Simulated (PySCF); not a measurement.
C6H6N, SMILES c1c(N)[c]ccc1, doublet, B3LYP/def2-SVP optimised geometry. Atoms within 1.6 Å of the plane z = 1.2 Å (x, y, z in Å): N1 (-2.41, -0.20, 0.05), C2 (-1.03, -0.11, 0.00), C3 (-0.19, -1.23, 0.00), C4 (1.18, -1.23, 0.00), C5 (1.83, 0.02, 0.00), C6 (1.05, 1.18, 0.00), C7 (-0.34, 1.13, 0.00), H8 (-2.81, -1.08, -0.24), H9 (-2.92, 0.61, -0.29), H10 (1.75, -2.16, 0.00), H11 (2.92, 0.07, 0.00), H12 (1.54, 2.16, -0.01), H13 (-0.93, 2.06, 0.00).

Calculation: unrestricted B3LYP/def2-TZVP (PySCF 2.14.0).

Map of the log10 of the electron density (e/bohr³), floored at −4 on the plane z = 1.2 Å:

```
|00000000000000000000000000000|
|00000000000000000000000000000|
|00000000000000000000000000000|
|00000000000000000000000000000|
|00000000000000000000000000000|
|00000000001222112222100000000|
|00000000023443333444320000000|
|00000000134555555665431000000|
|00000000245677667776532000000|
|00000012346788888887642100000|
|00001233356789999987653210000|
|00013455556899999998765320000|
|00034677777899888998876532000|
|00135789888898878899887642000|
|00246899998998767899987643000|
|00246899998998877899877542000|
|00135789888899888998876431000|
|00034677767889999998764320000|
|00013455556789999988753200000|
|00001233345678888887653100000|
|00000011234567777777643000000|
|00000000023455555566542000000|
|00000000002233333444421000000|
|00000000000112111222210000000|
|00000000000000000000000000000|
|00000000000000000000000000000|
|00000000000000000000000000000|
|00000000000000000000000000000|
|00000000000000000000000000000|
```
Scale: ten equal steps from -4.00 (start of '0') to -1.61 (end of '9'), in the order '0123456789'; x runs from -5.00 to 5.00, y from -5.00 (bottom) to 5.00 (top).
